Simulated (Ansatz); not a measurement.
Input and output for `[Cl][Hf]([I])([I])[I]`.

```yaml
crystal:
  periodic: [false, false, false]
  atoms:
    - {symbol: Cl, position_ang: [-0.495917, -0.577888, 2.248780]}
    - {symbol: Hf, position_ang: [-0.005073, -0.031513, 0.058933]}
    - {symbol: I, position_ang: [2.273351, -1.239369, -0.668452]}
    - {symbol: I, position_ang: [-2.001934, -0.849356, -1.529437]}
    - {symbol: I, position_ang: [0.279574, 2.624427, -0.151322]}
basis:
  gaussian: {orbitals: def2-SVPD}
magnetization: {spin_polarized: true, initial_magnetization: 2}
hamiltonian: {xc: {name: revPBE}}
scf: {lower_state_search: full}
output: {forces: true}
```

```sh
$ ansatz run in.yaml --threads 4 --pin off --events-out ev --progress --plain --max-ram 11315MiB
```

Output, abridged:

```
Functional definition: revPBE
1739 factors; their error is unknown
mean field evaluation 1: about -38131.5568 eV, gradient 2.1e1 eV
mean field evaluation 2: about -38102.3360 eV, gradient 5.7e1 eV
mean field evaluation 4: about -38132.1025 eV, gradient 1.4e1 eV
mean field evaluation 8: about -38134.3643 eV, gradient 4.0e0 eV
mean field evaluation 16: about -38134.4888 eV, gradient 7.5e-2 eV
mean field evaluation 32: about -38134.4966 eV, gradient 1.9e-5 eV
mean field -38134.49658448 eV, -1401.4169009894 hartree, gradient 1.4e-6 eV, S^2 2.003284; 25 other end points of the search recorded, 0 dependent functions left out
reference -38134.49667248 eV, -1401.4169042235 hartree; 53, 51 occupied and 114, 116 virtual orbitals, 1739 factors
Total energy: -38134.49667248 eV, -1401.4169042235 hartree
Atom 0 at    -0.495917    -0.577888     2.248780 Å, force    -0.140269    -0.333277     1.072305 eV/Å
Atom 1 at    -0.005073    -0.031513     0.058933 Å, force    -0.526183     0.113132     0.585943 eV/Å
Atom 2 at     2.273351    -1.239369    -0.668452 Å, force     1.312793    -0.662990    -0.502185 eV/Å
Atom 3 at    -2.001934    -0.849356    -1.529437 Å, force    -0.882756    -0.410447    -0.916041 eV/Å
Atom 4 at     0.279574     2.624427    -0.151322 Å, force     0.236415     1.293582    -0.240022 eV/Å
Dipole moment:     0.067766     0.071000    -0.291158 e Å
```

It took 2.8 min on 4 threads of an Arm Neoverse V2 on a shared host, with 0.67 GiB of host memory at the peak.
